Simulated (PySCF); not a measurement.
Problem. What does the PBE0-D3(BJ)/def2-SVP structure of `[NH3]->[Cu][SiH3]` (Cu(NH3)(SiH3)) look like in three dimensions? (Singlet state.)

Solution. 
```xyz
9
CuH6NSi angstrom
Cu     0.0017   -0.0012    0.1994
N     -0.0018   -0.0134    2.2034
H     -0.9336   -0.1876    2.5829
H      0.3141    0.8762    2.5926
H      0.6115   -0.7362    2.5830
Si     0.0022    0.0126   -2.0625
H      1.3199    0.3870   -2.6980
H     -0.9781    0.9727   -2.6930
H     -0.3361   -1.3101   -2.7079
```

Orientation and origin are arbitrary. Atoms count from 1 in this order. Si6 (silicon bonded to Cu and 3 H) is distorted tetrahedral (angles from 103.5° to 115.0°). N2 (nitrogen bonded to Cu and 3 H) is tetrahedral (angles from 106.8° to 112.0°).

Bonds between heavy atoms (Å): Cu1–N2 2.004, Cu1–Si6 2.262.

Method used: PySCF 2.14.0, PBE0-D3(BJ)/def2-SVP geometry optimisation, gas phase.

Point group: near C3v, missed by 0.12 Å at most; the miss may be what the optimiser left on a soft mode (C3 holds within 0.08 Å). PBE0-D3(BJ)/def2-SVP frequencies: not computed here.
